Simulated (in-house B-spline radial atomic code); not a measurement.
Configurations of Ag²⁺, with energies counted from [Kr] 4d9. Level of theory: non-relativistic AM05, spin-polarised, spherical fractional occupations, point nucleus; calculated with an all-electron radial atomic-structure program (B-spline basis). Shells without spins written out take the highest spin.

Occupations are held fixed; configurations that lie above the ionisation limit could autoionise.

| configuration | E - E(ref) (eV) | highest orbital | its <r> (bohr) |
| --- | --- | --- | --- |
| [Kr] 4d(3 up, 5 down) 5s(0 up, 1 down) | 9.6665 | 5s down | 2.499 |
| [Kr] 4d8 5p1 | 15.991 | 5p up | 2.926 |
| [Ar] 3d10 4s2 4p5 4d10 | 49.679 | 4d down | 1.288 |
| [Ar] 3d10 4s2 4p(3 up, 2 down) 4d(5 up, 4 down) 5s(0 up, 1 down) | 60.486 | 5s down | 2.513 |
| [Ar] 3d10 4s2 4p5 4d9 5p1 | 66.516 | 5p up | 2.914 |
| [Ar] 3d9 4s2 4p6 4d9 5f1 | 399.9 | 5f up | 9.149 |

**Question.** Order these further configurations by energy, lowest first.
A. [Ar] 3d9 4s2 4p6 4d9 4f1
B. [Kr] 4d(4 up, 4 down) 4f(0 up, 1 down)
C. [Kr] 4d8 5f1
D. [Ar] 3d10 4s2 4p5 4d9 4f1
E. [Ar] 3d(5 up, 4 down) 4s2 4p6 4d(4 up, 5 down) 5p(0 up, 1 down)

**Answer.** B (28.68 eV), C (30.475 eV), D (78.485 eV), E (385.5 eV), A (397.31 eV).

**Question.** How far above the reference does [Ar] 3d9 4s2 4p6 4d9 5s1 lie?

**Answer.** 378.92 eV; its least bound orbital is 5s up with <r> = 2.48 bohr.

**Question.** How far above the reference does [Ar] 3d9 4s2 4p6 4d9 5p1 lie?

**Answer.** 385.26 eV; its least bound orbital is 5p up with <r> = 2.902 bohr.
